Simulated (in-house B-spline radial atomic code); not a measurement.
**Ionising the palladium ion Pd²⁺ with different functionals**

Computed with a B-spline radial code for spherical atoms: scalar-relativistic (spin-free X2C) Hamiltonian, Fermi nucleus of rms radius 4.5318 fm, spin-polarised at highest spin, spherical fractional occupations for the functionals, the average over the highest-spin determinants for Hartree-Fock. The ionisation energy is the difference of two self-consistent energies, [Kr] 4d8 → [Kr] 4d7, without Breit or QED terms; ε is the level of the shell that loses the electron (its least bound occupied spin orbital). There is no spin-orbit coupling in this Hamiltonian.

Hybrids are left out here: with spherical fractional occupations of an open shell their exact exchange keeps a self-interaction that integer-occupation calculations don't have.

| method | rung | ΔSCF (eV) | -ε(4d) (eV) |
| --- | --- | --- | --- |
| Hartree-Fock | Hartree-Fock | 31.17 | 32.82 |
| LDA VWN5 | LDA | 33.63 | 26.86 |
| LDA PW92 | LDA | 33.63 | 26.85 |
| LDA exchange-only | LDA | 31.84 | 25.17 |
| PBE | GGA | 33.28 | 26.52 |
| PBEsol | GGA | 33.29 | 26.53 |
| BLYP | GGA | 33.21 | 26.46 |
| RPBE | GGA | ? | ? |
| PW91 | GGA | 33.37 | 26.61 |
| BP86 | GGA | 33.40 | 26.64 |
| AM05 | GGA | 33.31 | 26.54 |
| OLYP | GGA | 33.29 | 26.49 |
| TPSS | meta-GGA | 33.11 | 26.36 |
| SCAN | meta-GGA | ? | ? |
| r2SCAN | meta-GGA | 33.07 | 26.40 |
| revTPSS | meta-GGA | 33.04 | 26.30 |

Question: What does SCAN give?

Answer: ΔSCF 33.08 eV, and -ε(4d) = 26.40 eV.

Question: What does RPBE give?

Answer: ΔSCF 33.19 eV, and -ε(4d) = 26.43 eV.

Question: How do they compare with the NIST value?

Answer: NIST lists 32.930 eV (semi-empirical, ground level to ground level). Errors run from -1.76 to +0.70 eV; revTPSS is closest (+0.11 eV), but part of that can be cancellation, since the calculations leave out spin-orbit coupling, Breit-QED terms, multiplet and fine-structure energies. Hartree-Fock also lacks correlation.
